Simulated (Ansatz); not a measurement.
Input file for Ansatz (an electronic-structure program): U-wB97X-V/cc-pV(T+d)Z on PN, a point of a bond scan (R = 1.334 Å). Files ending in .json are basis or fitting sets from the Basis Set Exchange.

Ansatz 0.2 input:
```yaml
crystal:
  periodic: [false, false, false]
  atoms:
    - {symbol: P, position_ang: [-0.00000000, -0.00000000, -0.47178081]}
    - {symbol: N, position_ang: [0.00000000, 0.00000000, 0.86268492]}
basis:
  gaussian:
    orbitals: cc-pV_T+d_Z.json
hamiltonian:
  xc: {name: wB97X-V}
magnetization: {spin_polarized: true, initial_magnetization: 0}
```

The head of its log:

```
Functional definition: wB97X-V
[...]
integrals: 0.02 GiB planned
488 factors; their error is unknown
integrals: 0.05 GiB planned
72 factors; integrals over basis functions are off by at most 1.1e-4 eV
mean field: 0.24 GiB planned
mean field evaluation 1: about -10768.8282 eV, gradient 4.1e1 eV
mean field evaluation 2: about -10760.1259 eV, gradient 5.8e1 eV
```

Task: Predict the final total energy.

Result: -395.9861 hartree.
